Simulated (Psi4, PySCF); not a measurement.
Here is a job for PySCF.
```python
from pyscf import gto, scf, dft

mol = gto.M(
    atom='''
Pd   -0.00000000   -0.00000000   -0.00000000
Cl    2.19013518   -0.73965983    0.01465684
Cl    0.73958819    2.19017230    0.01257871
Cl   -2.19013518    0.73965983   -0.01465684
Cl   -0.73958819   -2.19017230   -0.01257871
''',
    basis='def2-svp',
    ecp={'Pd': 'def2-svp'},
    charge=-2,
    verbose=3,
)

mf = dft.RKS(mol)
mf.xc = 'wb97x'
mf.grids.atom_grid = (99, 590)
mf.grids.prune = None
mf.kernel()
```

Question: Convert this to an input for Psi4.

Answer: One answer among several that fit: 
```
memory 2 GB

molecule {
-2 1
Pd   -0.00000000   -0.00000000   -0.00000000
Cl    2.19013518   -0.73965983    0.01465684
Cl    0.73958819    2.19017230    0.01257871
Cl   -2.19013518    0.73965983   -0.01465684
Cl   -0.73958819   -2.19017230   -0.01257871
}

set {
  basis def2-svp
  scf_type pk
  puream true
  d_convergence 1e-8
  dft_radial_points 99
  dft_spherical_points 590
}

energy('wb97x')
print_variables()
```

Both were run: PySCF gave -1968.277348 Eh and Psi4 -1968.276504 Eh, 0.844 mEh apart.
